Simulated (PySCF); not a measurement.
NbOCl₂, SMILES [Cl][Nb]([Cl])=[O] (connectivity only; charge and spin as stated), neutral, multiplicity 2.

Coordinates come from a B3LYP-D3(BJ)/def2-SVP optimisation. The multiplicity is an assumed one; other spin states were not compared. The isomer is the one that the SMILES or the coordinates give; other isomers of the formula were not compared. The def2 effective core potentials stand for the cores of Nb; spin–orbit coupling is left out.

All values below come from PySCF with B3LYP-D3(BJ)/def2-SVP.

Frequencies are harmonic and unscaled.

| mode | ν (cm⁻¹) | IR (km/mol) | moving atoms (share of kinetic energy) |
|---|---|---|---|
| 1 | 38 | 19.7 | Nb 43 %, O 34 %, Cl 22 % |
| 2 | 98 | 2.3 | Cl 72 %, Nb 23 % |
| 3 | 208 | 0.6 | O 74 %, Cl 23 % |
| 4 | 373 | 17.1 | Cl 88 %, Nb 10 % |
| 5 | 448 | 108.5 | Cl 53 %, Nb 44 % |
| 6 | 1037 | 172.6 | O 85 %, Nb 15 % |
